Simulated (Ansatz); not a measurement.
Reaction (redistribution): `[F][GeH]([F])[Cl]` + `[F][Ge]([F])([F])[SeH]` → `[F][Ge]([F])([Cl])[SeH]` + `[F][GeH]([F])[F]`

Isolated molecules relaxed with PBE0-D4/def2-TZVP in Ansatz; ΔE leaves out vibrations. CCSD(T)/CBS adds triple-zeta CCSD(T) − MP2 to the extrapolated MP2 energy (def2 sets, frozen cores). Functionals use def2-TZVPP. For Ge, Se outer-core shells are correlated without core-valence functions, which leaves a few kJ/mol of doubt a bond. Scalar relativity is left out up to krypton. One conformer a species, not always the lowest.

| level | ΔE (kJ/mol) | difference from CCSD(T)/CBS |
| --- | --- | --- |
| PBE-D4 | -2.1 | 0.3 |
| r2SCANh-D4 | -1.5 | 0.9 |
| r2SCAN0-D4 | -1.7 | 0.7 |
| ωB97M-V | -1.6 | 0.8 |
| PBE-QIDH | -2.2 | 0.2 |
| BLYP | -0.6 | 1.8 |
| CCSD/def2-SVP | -1.7 | 0.7 |
| HF/def2-TZVPP | -0.5 | 1.9 |
| CCSD/def2-TZVPP | -1.9 | 0.5 |
| HF/def2-QZVPP | -0.3 | 2.1 |
| CCSD(T)/CBS | -2.4 | 0 |

Largest T1 diagnostic among the species: 0.012.

Leaving LDA and LC-ωPBE aside and taking each functional with its dispersion term where it has one, the values, not all of them listed here, spread over 2.1 kJ/mol, from BLYP-D4 to B97M-V.
